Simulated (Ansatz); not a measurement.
Frontier orbitals of `BN1B[SiH2]1`.

Z-matrix (Å, degrees):
```
Si
N 1 1.781
B 1 1.927 2 44.3
H 1 1.483 2 114.3 3 115.1
H 1 1.483 2 114.3 3 -115.1
B 2 1.423 1 149.1 3 179.9
H 3 1.187 1 163.2 2 -179.9
H 6 1.197 2 119.9 1 -0.0
H 6 1.198 2 118.7 1 180.0
```

The species carries charge 0 and has multiplicity 1. The structure was optimised at the PBE0-D4/def2-TZVP level. Basis def2-TZVPP, the Gaussian-basis code of Ansatz.

Orbital energies of one run (eV). Highest occupied ones, from the top: -7.39, -8.81, -9.33, -11.18, -11.18, -11.98, -13.07, -14.43, -17.07, -25.35, -101.42, -101.43, -101.50, -148.08. Empty: -1.81, -0.12, 0.49, 1.54, 1.71, 2.45.

Which functional gave them?
A. r2SCAN0
B. r2SCANh
C. CAM-B3LYP
D. PBE

A. HOMO energies: r2SCAN0 -7.39, r2SCANh -6.78, CAM-B3LYP -8.57, PBE -6.19 eV.
